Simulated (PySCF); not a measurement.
**Charge on either side of a bond**

Species: C7H9NSi.
Atom-mapped SMILES: `[CH3:1][C:2]#[C:3][SiH2:4][n:5]1[cH:6][cH:7][cH:8][cH:9]1` (hydrogens: H10, H11, H12 on C1; H13, H14 on Si4; H15 on C6; H16 on C7; H17 on C8; H18 on C9)

Geometry (PBE0-D3(BJ)/def2-SVP, Å), atoms numbered from 1 in this order:
```xyz
18
C7H9NSi angstrom
C      3.6819    0.1326   -1.1902
C      2.4538   -0.5915   -0.9283
C      1.4188   -1.1980   -0.7100
Si    -0.1350   -2.0808   -0.3712
N     -1.4038   -0.9264    0.0675
C     -2.6104   -0.7596   -0.5832
C     -3.3204    0.2347    0.0458
C     -2.5190    0.7022    1.1270
C     -1.3538   -0.0267    1.1116
H      3.8523    0.2400   -2.2727
H      4.5488   -0.3914   -0.7584
H      3.6409    1.1415   -0.7511
H     -0.6401   -2.7880   -1.5783
H      0.0759   -3.0377    0.7506
H     -2.8658   -1.3690   -1.4482
H     -4.3091    0.5902   -0.2387
H     -2.7702    1.4884    1.8367
H     -0.4813    0.0268    1.7609
```

Atomic charges (e) from the PBE0/pcSseg-1 density (PySCF):

```csv
atom,Mulliken,IAO,Hirshfeld,ESP-fitted
C1,-0.1897,-0.4331,-0.0878,-0.5187
C2,-0.0923,+0.0285,-0.0089,+0.2042
C3,-0.4096,-0.4060,-0.1879,-0.4023
Si4,+0.7831,+0.9071,+0.4025,+0.4604
N5,-0.7058,-0.3433,-0.1072,+0.0773
C6,+0.1403,-0.1126,-0.0376,-0.2568
C7,-0.1832,-0.2182,-0.0990,-0.2161
C8,-0.1716,-0.2138,-0.0966,-0.2009
C9,+0.1473,-0.1134,-0.0379,-0.2798
H10,+0.1608,+0.1765,+0.0663,+0.1868
H11,+0.1595,+0.1754,+0.0655,+0.1832
H12,+0.1621,+0.1778,+0.0673,+0.1884
H13,-0.1053,-0.1136,-0.0648,-0.0670
H14,-0.0819,-0.1226,-0.0707,-0.0784
H15,+0.1087,+0.1530,+0.0502,+0.1786
H16,+0.0850,+0.1528,+0.0476,+0.1740
H17,+0.0844,+0.1525,+0.0479,+0.1713
H18,+0.1082,+0.1530,+0.0511,+0.1960
```

Q: Cut each of the bonds C1–C2, C2–C3, C3–Si4 and Si4–N5 in turn and sum the charges on the side of the atom named first.

A: In e; the other side holds the opposite charge:

```json
{"bond cut": "C1–C2", "piece": "CH3", "atoms": "4", "Mulliken": "+0.293", "IAO": "+0.097", "Hirshfeld": "+0.111", "ESP-fitted": "+0.040"}
{"bond cut": "C2–C3", "piece": "C2H3", "atoms": "5", "Mulliken": "+0.200", "IAO": "+0.125", "Hirshfeld": "+0.102", "ESP-fitted": "+0.244"}
{"bond cut": "C3–Si4", "piece": "C3H3", "atoms": "6", "Mulliken": "-0.209", "IAO": "-0.281", "Hirshfeld": "-0.086", "ESP-fitted": "-0.158"}
{"bond cut": "Si4–N5", "piece": "C3H5Si", "atoms": "9", "Mulliken": "+0.387", "IAO": "+0.390", "Hirshfeld": "+0.181", "ESP-fitted": "+0.157"}
```

Extremes among these pieces. Mulliken: lowest C3H3 at C3, highest C3H5Si at Si4; IAO: lowest C3H3 at C3, highest C3H5Si at Si4; Hirshfeld: lowest C3H3 at C3, highest C3H5Si at Si4; ESP-fitted: lowest C3H3 at C3, highest C2H3 at C2.

Q: Do the schemes agree better on the pieces than on the single atoms at the cuts?

A: The spread between schemes averages 0.206 e for the pieces and 0.363 e for the atoms named first; it is smaller for the piece at 4 of the 4 cuts. On average they agree better on the pieces.

Geometry: PBE0-D3(BJ)/def2-SVP, one conformer, isolated molecule.
